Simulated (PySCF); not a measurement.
Isomers of C8H11BO, mass 134.090 u with the commonest isotopes. Method used: PBE0-D3(BJ)/def2-SVP geometry optimisation, gas phase in PySCF. One conformer each, none proved a minimum here; rigid rotors.

Question: Order these by rotational constant B, smallest first.
A. `[CH3:1][CH2:2][O:3][BH:4][c:5]1[cH:6][cH:7][cH:8][cH:9][cH:10]1` with C1–C2–O3–B4 -107°, C2–O3–B4–C5 177°, O3–B4–C5–C6 180°
B. `[CH3:1][CH2:2][O:3][C:4]1=[CH:5][BH:6][CH:7]=[CH:8][CH:9]=[CH:10]1` with C1–C2–O3–C4 -179°, C2–O3–C4–C5 179°
C. `[CH2:1]=[CH:2][CH2:3][B:4]([CH3:5])[c:6]1[cH:7][cH:8][cH:9][o:10]1` with C1–C2–C3–B4 -91°, C2–C3–B4–C5 -83°, C3–B4–C6–C7 -174°

Answer: A (589.7 MHz), B (736.6 MHz), C (969.7 MHz).

Question: Order these by rotational constant A, largest first.
A. `[CH2:1]=[CH:2][CH2:3][B:4]([CH3:5])[c:6]1[cH:7][cH:8][cH:9][o:10]1` with C1–C2–C3–B4 -91°, C2–C3–B4–C5 -83°, C3–B4–C6–C7 -174°
B. `[CH3:1][CH2:2][O:3][C:4]1=[CH:5][BH:6][CH:7]=[CH:8][CH:9]=[CH:10]1` with C1–C2–O3–C4 -179°, C2–O3–C4–C5 179°
C. `[CH3:1][CH2:2][O:3][BH:4][c:5]1[cH:6][cH:7][cH:8][cH:9][cH:10]1` with C1–C2–O3–B4 -107°, C2–O3–B4–C5 177°, O3–B4–C5–C6 180°

Answer: C (4043 MHz), B (3360 MHz), A (2070 MHz).

Question: Order these by radius of gyration √(Σ m r²/M), largest first.
A. `[CH3:1][CH2:2][O:3][C:4]1=[CH:5][BH:6][CH:7]=[CH:8][CH:9]=[CH:10]1` with C1–C2–O3–C4 -179°, C2–O3–C4–C5 179°
B. `[CH2:1]=[CH:2][CH2:3][B:4]([CH3:5])[c:6]1[cH:7][cH:8][cH:9][o:10]1` with C1–C2–C3–B4 -91°, C2–C3–B4–C5 -83°, C3–B4–C6–C7 -174°
C. `[CH3:1][CH2:2][O:3][BH:4][c:5]1[cH:6][cH:7][cH:8][cH:9][cH:10]1` with C1–C2–O3–B4 -107°, C2–O3–B4–C5 177°, O3–B4–C5–C6 180°

Answer: C (2.677 Å), A (2.493 Å), B (2.316 Å).

```csv
SMILES,point group,Ia (u·Å²),Ib (u·Å²),Ic (u·Å²),κ,μa (D),μb (D),μc (D)
CCOBc1ccccc1,C1,125.00,856.98,939.58,-0.97,1.00,0.04,0.09
CCOC1=CBC=CC=C1,Cs,150.42,686.07,830.07,-0.91,2.17,3.37,0.01
C=CCB(C)c1ccco1,C1,244.15,521.16,673.16,-0.67,1.17,0.30,0.23
```
